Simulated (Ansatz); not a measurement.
Cost and result up the ladder for SiMe3(NHtBu) (C₇H₁₉NSi) (28 atoms). Total charge 0; singlet. Geometry: r2SCAN-D4/def2-SVP.

```xyz
28

Si   -0.272   -1.371    0.158
C     0.219   -2.577    1.516
H     1.311   -2.593    1.674
H    -0.090   -3.604    1.259
H    -0.257   -2.315    2.475
C    -2.136   -1.449   -0.094
H    -2.667   -1.074    0.797
H    -2.453   -2.493   -0.262
H    -2.477   -0.861   -0.961
C     0.552   -1.900   -1.457
H     0.304   -1.227   -2.295
H     0.227   -2.914   -1.749
H     1.651   -1.916   -1.359
N     0.253    0.187    0.759
C     0.346    1.491    0.093
C    -0.831    1.661   -0.871
C     0.281    2.585    1.166
C     1.667    1.619   -0.687
H     0.935    0.115    1.512
H    -0.794    2.650   -1.355
H    -0.808    0.902   -1.671
H    -1.789    1.570   -0.336
H    -0.661    2.509    1.732
H     0.349    3.592    0.722
H     1.116    2.478    1.880
H     1.730    0.849   -1.473
H     2.527    1.480   -0.010
H     1.767    2.609   -1.164
```

Ansatz on 2 threads of AMD EPYC 7R13 on a shared host and a share (18 GiB) of an NVIDIA H100 80GB HBM3. Times are rough, and most runs start from the orbitals of an earlier one. ωB97X-V/def2-TZVP serves as the yardstick here, not as an exact answer. Differences are given only for rows in sets of like size (and for xTB, whose basis is part of the method), since another set adds its own error. Binding counts from free atoms at the same level (Si triplet, C triplet, H doublet, N quartet; other spins of the atoms weren't run), without zero-point energy or a counterpoise term.

Correlated methods freeze 13 core orbitals.

Correlated methods converge slowly with the basis.

```csv
level,functions,wall time,binding energy per atom (eV),difference from ωB97X-V/def2-TZVP (eV)
PBE0-D4/def2-TZVP (with forces),399,3.1 s,4.05,0.01
PBE-D4/def2-SVP,225,3.3 s,4.12,–
r2SCAN-D4/def2-TZVP,399,3.5 s,4.04,-0.01
PBE-D4/def2-TZVP (with forces),399,3.8 s,4.09,0.05
PBE0-D4/def2-SVP,225,3.9 s,4.08,–
LDA (SPW92)/def2-TZVP,399,4 s,4.55,0.51
HF/def2-TZVP,399,4.4 s,3.03,-1.02
ωB97X-V/def2-TZVP,399,9 s,4.04,0.00
CCSD(T)/def2-TZVP,399,22 s,3.90,-0.14
```
